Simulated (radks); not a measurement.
Cr+, configuration [Ne] 3s1.5 3p6 3d5.5 (fractional occupations, a model configuration).

Method: scalar-relativistic Kohn-Sham, LDA (Slater exchange, Perdew-Wang correlation), spin-polarised, spherical densities, point nucleus; open shells are filled with parallel spins first; computed with a radial shooting solver on a logarithmic mesh with Libxc functionals.

Energy parts (Ry):
| part | energy |
|---|---|
| total | -2094.20721 |
| kinetic | 2114.34935 |
| electron-nucleus | -4990.46471 |
| Hartree | 874.96298 |
| exchange-correlation | -93.05483 |

Orbitals (lengths in bohr, moments of r in powers of bohr; r(max) is where P^2 peaks; r(90%) holds 90 % of the orbital's charge):
| orbital | occ. | eigenvalue (Ry) | <1/r> | r(max) | r(90%) |
|---|---|---|---|---|---|
| 1s up | 1 | -431.8440 | 23.84 | 0.04168 | 0.114 |
| 1s down | 1 | -431.8226 | 23.84 | 0.04169 | 0.114 |
| 2s up | 1 | -49.50119 | 5.037 | 0.2440 | 0.456 |
| 2s down | 1 | -49.35787 | 5.045 | 0.2438 | 0.455 |
| 2p up | 3 | -41.76850 | 4.946 | 0.1976 | 0.428 |
| 2p down | 3 | -41.65321 | 4.954 | 0.1975 | 0.426 |
| 3s up | 1 | -6.08133 | 1.569 | 0.7768 | 1.35 |
| 3s down | 0.5 | -5.72952 | 1.560 | 0.7778 | 1.36 |
| 3p up | 3 | -4.00469 | 1.431 | 0.7965 | 1.49 |
| 3p down | 3 | -3.66404 | 1.418 | 0.7986 | 1.51 |
| 3d up | 5 | -0.86643 | 1.028 | 0.8270 | 2.37 |
| 3d down | 0.5 | -0.58394 | 0.9468 | 0.8481 | 2.82 |
| 4s up | 0 | -0.78296 | 0.4421 | 2.504 | 4.38 |
| 4s down | 0 | -0.67827 | 0.4102 | 2.646 | 4.72 |
| 4p up | 0 | -0.46681 | 0.3476 | 3.095 | 5.60 |
| 4p down | 0 | -0.40285 | 0.3136 | 3.380 | 6.15 |
| 4d up | 0 | -0.15176 | 0.1812 | 6.050 | 11.4 |
| 4d down | 0 | -0.13839 | 0.1694 | 6.871 | 12.6 |

The highest occupied level is 3d down at -7.945 eV. The configuration is held as typed, so some empty levels lie below it. Spin moment in Bohr magnetons: 5.
